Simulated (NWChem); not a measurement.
All runs are NWChem calculations. System: HFSn, charge 0, spin multiplicity 1, at a geometry optimised with PBE/def2-SVP with def2 effective core potentials on Sn. The structure started from a generated list of species. Level: RHF/def2-SVPD with def2 effective core potentials on Sn.

Input file:

```
start mol
memory heap 200 mb stack 900 mb global 1100 mb
geometry units angstroms nocenter noautoz
  Sn    -0.223050     0.195263     0.000000
  H      1.007231     1.535899     0.000000
  F      1.127253    -1.255447     0.000000
  symmetry group Cs
end
basis spherical
  * library def2-svpd
end
ecp
  Sn library def2-ecp
end
scf
  rhf
  nopen 0
  maxiter 100
  thresh 1e-7
  semidirect memsize 60000000 filesize 0
end
task scf energy
```

Output (cleaned and shortened):

```
             Northwest Computational Chemistry Package (NWChem) 7.3.0
             --------------------------------------------------------

                                NWChem Input Module
                                -------------------

 Scaling coordinates for geometry "geometry" by  1.889725989
 (inverse scale =  0.529177249)

 Turning off AUTOSYM since
 SYMMETRY directive was detected!

                             Geometry "geometry" -> ""
                             -------------------------

 Output coordinates in angstroms (scale by  1.889725989 to convert to a.u.)

  No.       Tag          Charge          X              Y              Z
 ---- ---------------- ---------- -------------- -------------- --------------
    1 Sn                  50.0000    -0.22305000     0.19526300     0.00000000
    2 H                    1.0000     1.00723100     1.53589900     0.00000000
    3 F                    9.0000     1.12725300    -1.25544700     0.00000000

 Effective nuclear repulsion energy (a.u.)     136.3987852053

            Nuclear Dipole moment (a.u.)
            ----------------------------
        X                 Y               Z
 ---------------- ---------------- ----------------
     0.0000151178     0.0000491329     0.0000000000

      Symmetry information
      --------------------

 Group name             Cs
 Group number              2
 Group order               2
 No. of unique centers     3

      Symmetry unique atoms

     1    2    3


 Summary of "ao basis" -> "" (spherical)
 ------------------------------------------------------------------------------
       Tag                 Description            Shells   Functions and Types
 ---------------- ------------------------------  ------  ---------------------
 *                         def2-svpd                  on all atoms

 Summary of "ao basis" -> "ao basis" (spherical)
 ------------------------------------------------------------------------------
       Tag                 Description            Shells   Functions and Types
 ---------------- ------------------------------  ------  ---------------------
 Sn                        def2-svpd                12       32   5s4p3d
 H                         def2-svpd                 4        8   2s2p
 F                         def2-svpd                 9       23   4s3p2d

                                 NWChem SCF Module
                                 -----------------

  ao basis        = "ao basis"
  functions       =    63
  atoms           =     3
  closed shells   =    16
  open shells     =     0
  charge          =   0.00
  wavefunction    = RHF
  use symmetry    = T
  symmetry adapt  = T

 Summary of "ao basis" -> "ao basis" (spherical)
 ------------------------------------------------------------------------------
       Tag                 Description            Shells   Functions and Types
 ---------------- ------------------------------  ------  ---------------------
 Sn                        def2-svpd                12       32   5s4p3d
 H                         def2-svpd                 4        8   2s2p
 F                         def2-svpd                 9       23   4s3p2d

      Symmetry analysis of basis
      --------------------------

        a'         44
        a"         19

 Forming initial guess at       0.1s

      Superposition of Atomic Density Guess
      -------------------------------------

 Sum of atomic energies:        -348.88922266

      Non-variational initial energy
      ------------------------------

 Total energy =    -312.931309
 1-e energy   =    -637.071715
 2-e energy   =     263.170351
 HOMO         =      -0.243846
 LUMO         =      -0.064435

      Symmetry analysis of molecular orbitals - initial
      -------------------------------------------------

  Numbering of irreducible representations:

     1 a'          2 a"

  Orbital symmetries:

     1 a'          2 a'          3 a'          4 a'          5 a"
     6 a'          7 a'          8 a'          9 a"         10 a"
    11 a'         12 a'         13 a'         14 a"         15 a'
    16 a'         17 a"         18 a'         19 a'         20 a'
    21 a"         22 a'         23 a'         24 a"         25 a'
    26 a'

 Starting SCF solution at       0.5s

 ----------------------------------------------
         Quadratically convergent ROHF

 Convergence threshold     :          1.000E-07
 Maximum no. of iterations :          100
 Final Fock-matrix accuracy:          1.000E-09
 ----------------------------------------------

              iter       energy          gnorm     gmax       time
             ----- ------------------- --------- --------- --------
                 1     -313.2462068567  1.03D+00  3.90D-01      0.6
                 2     -313.3028747660  1.99D-01  4.36D-02      0.6
                 3     -313.3078274410  1.85D-02  4.70D-03      0.6
                 4     -313.3078885174  2.92D-04  7.44D-05      0.7
                 5     -313.3078885327  2.78D-08  9.69D-09      0.8

       Final RHF  results
       ------------------

         Total SCF energy =   -313.307888532720
      One-electron energy =   -638.050607292848
      Two-electron energy =    263.772663154855
 Nuclear repulsion energy =     60.970055605273

        Time for solution =      0.3s

       Symmetry analysis of molecular orbitals - final
       -----------------------------------------------

  Numbering of irreducible representations:

     1 a'          2 a"

  Orbital symmetries:

     1 a'          2 a'          3 a"          4 a'          5 a'
     6 a'          7 a"          8 a'          9 a"         10 a'
    11 a'         12 a'         13 a'         14 a"         15 a'
    16 a'         17 a"         18 a'         19 a'         20 a'
    21 a"         22 a'         23 a"         24 a'         25 a'
    26 a'

             Final eigenvalues
             -----------------

              1
    1  -26.2212
    2   -5.8964
    3   -4.0898
    4   -4.0826
    5   -4.0773
    6   -1.4755
    7   -1.3539
    8   -1.3529
    9   -1.3473
   10   -1.3395
   11   -1.3332
   12   -0.6582
   13   -0.5852
   14   -0.5767
   15   -0.5153
   16   -0.3477
   17   -0.0086
   18    0.0661
   19    0.0690
   20    0.1152
   21    0.1422
   22    0.1611
   23    0.1611
   24    0.1620
   25    0.2195
   26    0.2597

                       ROHF Final Molecular Orbital Analysis
                       -------------------------------------

 Vector   14  Occ=2.000000D+00  E=-5.767088D-01  Symmetry=a"
              MO Center=  1.1D+00, -1.2D+00,  1.4D-16, r^2= 5.9D-01
   Bfn.  Coefficient  Atom+Function         Bfn.  Coefficient  Atom+Function
  ----- ------------  ---------------      ----- ------------  ---------------
    47      0.634945  3 F  pz                50     -0.457805  3 F  pz

 Vector   15  Occ=2.000000D+00  E=-5.153270D-01  Symmetry=a'
              MO Center=  5.2D-01,  3.0D-01,  2.0D-17, r^2= 2.8D+00
   Bfn.  Coefficient  Atom+Function         Bfn.  Coefficient  Atom+Function
  ----- ------------  ---------------      ----- ------------  ---------------
     3      0.415595  1 Sn s                 46      0.349094  3 F  py
    49     -0.264524  3 F  py                 4      0.261443  1 Sn s
    33      0.256499  2 H  s                 13      0.204449  1 Sn py
     2     -0.173944  1 Sn s                 45     -0.172602  3 F  px
    34      0.163228  2 H  s                  1     -0.151151  1 Sn s

 Vector   16  Occ=2.000000D+00  E=-3.476861D-01  Symmetry=a'
              MO Center= -2.7D-01,  4.3D-01,  9.6D-18, r^2= 3.1D+00
   Bfn.  Coefficient  Atom+Function         Bfn.  Coefficient  Atom+Function
  ----- ------------  ---------------      ----- ------------  ---------------
     3      0.434144  1 Sn s                  4      0.378500  1 Sn s
    12     -0.346306  1 Sn px                33     -0.283990  2 H  s
    34     -0.259955  2 H  s                 15     -0.247564  1 Sn px
     2     -0.177831  1 Sn s                  1     -0.150255  1 Sn s

 Vector   17  Occ=0.000000D+00  E=-8.618298D-03  Symmetry=a"
              MO Center= -3.4D-01,  3.4D-01,  3.8D-16, r^2= 3.9D+00
   Bfn.  Coefficient  Atom+Function         Bfn.  Coefficient  Atom+Function
  ----- ------------  ---------------      ----- ------------  ---------------
    17      0.787949  1 Sn pz                14      0.379092  1 Sn pz

 Vector   18  Occ=0.000000D+00  E= 6.607792D-02  Symmetry=a'
              MO Center= -5.4D-01,  4.0D-01,  3.6D-15, r^2= 5.8D+00
   Bfn.  Coefficient  Atom+Function         Bfn.  Coefficient  Atom+Function
  ----- ------------  ---------------      ----- ------------  ---------------
    16      0.962627  1 Sn py                44      0.734504  3 F  s
     4     -0.676407  1 Sn s                 15     -0.670619  1 Sn px
    52      0.393790  3 F  py                51     -0.317554  3 F  px
    13      0.280565  1 Sn py                28     -0.280812  1 Sn d -2

 Vector   19  Occ=0.000000D+00  E= 6.900255D-02  Symmetry=a'
              MO Center= -7.8D-01,  5.4D-01,  4.2D-16, r^2= 1.2D+01
   Bfn.  Coefficient  Atom+Function         Bfn.  Coefficient  Atom+Function
  ----- ------------  ---------------      ----- ------------  ---------------
     4      2.890062  1 Sn s                  5     -2.755564  1 Sn s
    15      0.299054  1 Sn px                52     -0.246618  3 F  py
    51      0.207844  3 F  px                34     -0.163169  2 H  s
    44     -0.153173  3 F  s

 center of mass
 --------------
 x =  -0.05298709 y =   0.00984262 z =   0.00000000

 moments of inertia (a.u.)
 ------------------
         131.462644919231         108.711882132310           0.000000000000
         108.711882132310         110.421056074569           0.000000000000
           0.000000000000           0.000000000000         241.883700993800

  Mulliken analysis of the total density
  --------------------------------------

    Atom       Charge   Shell Charges
 -----------   ------   -------------------------------------------------------
    1 Sn  22    21.09   1.60  0.43  1.18  0.61 -0.01  3.27  2.73  0.77  0.43  9.79  0.29 -0.00
    2 H    1     1.18   0.68  0.50  0.01 -0.00
    3 F    9     9.72   1.99  1.11  0.85  0.02  3.30  2.27  0.18  0.00  0.00

       Multipole analysis of the density wrt the origin
       ------------------------------------------------

     L   x y z        total         open         nuclear
     -   - - -        -----         ----         -------
     0   0 0 0     -0.000000      0.000000     32.000000

     1   1 0 0     -0.983731      0.000000     11.802110
     1   0 1 0      0.825589      0.000000    -10.331771
     1   0 0 1     -0.000000      0.000000      0.000000

     2   2 0 0    -26.300408      0.000000     48.371269
     2   1 1 0      1.096552      0.000000    -43.381388
     2   1 0 1     -0.000000      0.000000      0.000000
     2   0 2 0    -25.695412      0.000000     62.076233
     2   0 1 1      0.000000      0.000000      0.000000
     2   0 0 2    -19.337074      0.000000      0.000000

 Task  times  cpu:        0.8s     wall:        0.8s

 Total times  cpu:        0.8s     wall:        0.8s
```
